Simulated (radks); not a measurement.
Problem. All-electron atom: the germanium ion Ge+ in [Ar] 3d10 4s2 4p1 (the NIST ground configuration). All-electron calculation, scalar-relativistic Kohn-Sham, PBE, spin-unpolarised, spherical densities, finite nucleus; Fermi nuclear charge, rms radius 4.0742 fm. Program: a radial shooting solver on a logarithmic mesh with Libxc functionals. Some entries of the table are withheld. Estimate them.

| orbital | occ. | eigenvalue (hartree) | <r^2> (bohr^2) | <1/r> (bohr^-1) |
|---|---|---|---|---|
| 1s | 2 | (1) | 0.002973 | 32.38 |
| 2s | 2 | -50.74413 | 0.05203 | 7.106 |
| 2p | 6 | -44.38437 | 0.04136 | (2) |
| 3s | 2 | (3) | 0.4495 | 2.283 |
| 3p | 6 | -4.58071 | 0.4929 | 2.130 |
| 3d | 10 | (4) | 0.6922 | 1.782 |
| 4s | 2 | -0.72980 | 4.723 | 0.6447 |
| 4p | 1 | -0.41315 | 7.584 | 0.5059 |

Solution. 
(1) 1s eigenvalue (hartree): -403.1452
(2) 2p <1/r> (bohr^-1): 6.967
(3) 3s eigenvalue (hartree): -6.52354
(4) 3d eigenvalue (hartree): -1.40820
